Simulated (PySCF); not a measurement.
## Computed structure and properties of [CeCl3(NH3)]+

System: [CeCl3(NH3)]+ (singlet); start: template (C3v). Method: PySCF 2.14.0, RKS PBE0, Ce lcecp-2-SVP with ECP46, Cl def2-SVP, N def2-SVP, H def2-SVP; non-relativistic Hamiltonian with scalar-relativistic core potentials where named; density fitting; no spin-orbit coupling.

Input of the relaxation:

```python
mol = gto.M(atom='''
Ce    -0.10317     0.10317    -0.10317
Cl     1.38283     1.58917     1.38283
Cl    -1.58917    -1.38283     1.38283
Cl     1.38283    -1.38283    -1.58917
N     -1.52777     1.52777    -1.52777
H     -2.14097     2.14097    -0.99067
H     -0.99067     2.14097    -2.14097
H     -2.14097     0.99067    -2.14097''',
    basis={'Ce': 'lcecp-2-SVP', 'Cl': 'def2-SVP', 'N': 'def2-SVP', 'H': 'def2-SVP'},
    ecp={'Ce': 'lcecp-2-SVP'},
    charge=1, spin=0)
mf = dft.RKS(mol, xc='PBE0')
mf.grids.atom_grid = (50, 194)  # f atoms: unpruned, at least (60, 302)
mf = mf.density_fit()  # fitting sets: Ce AutoAux, Cl def2-universal-JKFIT, N def2-universal-JKFIT, H def2-universal-JKFIT
mf.conv_tol = 1e-08; mf.max_cycle = 55
mf.kernel(dm0)  # dm0: converged density of the start geometry
# quasi-Newton relaxation in Cartesian coordinates to a largest gradient under 0.00045 Eh/bohr, steps kept in the point group
```

Run from Python with OMP_NUM_THREADS=2; the lines above give its settings. Where DIIS fails, smearing, a level shift and second-order steps follow.
It took 62 s on 2 threads of Arm Neoverse V1, with other jobs on the host, from the converged density of the start.

Course of the relaxation:

| step | energy above end (eV) | largest force component within the symmetry (eV/Å) |
| --- | --- | --- |
| 0 | 0.4576 | 1.394 |
| 1 | 0.0818 | 0.686 |
| 2 | 0.0130 | 0.175 |
| 3 | 0.0073 | 0.114 |
| 4 | 0.0052 | 0.097 |
| 5 | 0.0018 | 0.033 |
| 6 | 0.0012 | 0.021 |
| 7 | 0.0007 | 0.042 |
| 8 | 0.0003 | 0.039 |
| 9 | 0.0000 | 0.019 |
| 10 | 0.0000 | 0.006 |

Relaxed geometry (C3v):

```xyz
8

Ce   -0.0402    0.0402   -0.0402
Cl    1.2789    1.6163    1.2789
Cl   -1.6163   -1.2789    1.2789
Cl    1.2789   -1.2789   -1.6163
N    -1.4784    1.4784   -1.4784
H    -2.1012    2.1012   -0.9477
H    -0.9477    2.1012   -2.1012
H    -2.1012    0.9477   -2.1012
```

| contact | Å |
| --- | --- |
| Ce1–Cl2 (Cl) | 2.442 |
| Ce1–Cl3 (Cl) | 2.442 |
| Ce1–Cl4 (Cl) | 2.442 |
| Ce1–N5 (NH3) | 2.491 |

On the finer grid (75, 302):

The HOMO is not given (4f levels lie in the core). The LUMO is not given (4f levels lie in the core) and the dipole about the centre of mass is 7.90 D. The set of Mulliken populations of Ce1 outside the core potential is s 2.22, p 6.23, d 2.10, f 0.11 and the D3(BJ) dispersion energy (not in the energies) is -0.219 eV.

```csv
atom,Mulliken (e),Löwdin (e),spin (e)
Ce1,1.34,0.42,0.00
Cl2,-0.21,0.08,0.00
Cl3,-0.21,0.08,0.00
Cl4,-0.21,0.08,0.00
N5,-0.38,-0.06,0.00
H6,0.22,0.14,0.00
H7,0.22,0.14,0.00
H8,0.22,0.14,0.00
```

The large-core potential holds the 4f shell empty.

On the grid (50, 194), as all that follows. Harmonic modes: a minimum within the noise of the softest modes; lowest 51 cm⁻¹ (negative: unstable), highest 3534 cm⁻¹, zero-point energy 1.138 eV.

Taking off one Cl (charge -1, singlet; the rest: singlet) in vacuum, both parts rigid, costs 14.26 eV; the small basis without counterpoise inflates it. Most of it is the attraction of opposite charges; other ways to part are cheaper, and one spin state was tried for the rest.

Rigid scan of Cl along the line from its metal:

```
distance to Cl2 (Å)  energy (eV)
               2.14        1.101
               2.24        0.427
               2.34        0.094
               2.44        0.000
               2.54        0.072
               2.64        0.258
               2.84        0.824
               3.14        1.838
               3.54        3.102
               4.04        4.322
```

Taking off one NH3 (charge 0, singlet; the rest: singlet) in vacuum, both parts rigid, costs 2.65 eV; the small basis without counterpoise inflates it.

Rigid scan of NH3 along the line from its metal:

```json
{"distance to N5 (Å)": "2.19", "energy (eV)": "0.476"}
{"distance to N5 (Å)": "2.29", "energy (eV)": "0.183"}
{"distance to N5 (Å)": "2.39", "energy (eV)": "0.040"}
{"distance to N5 (Å)": "2.49", "energy (eV)": "0.000"}
{"distance to N5 (Å)": "2.59", "energy (eV)": "0.031"}
{"distance to N5 (Å)": "2.69", "energy (eV)": "0.109"}
{"distance to N5 (Å)": "2.89", "energy (eV)": "0.339"}
{"distance to N5 (Å)": "3.19", "energy (eV)": "0.737"}
{"distance to N5 (Å)": "3.59", "energy (eV)": "1.211"}
{"distance to N5 (Å)": "4.09", "energy (eV)": "1.649"}
```

One start shape was tried, so this needn't be the lowest isomer.
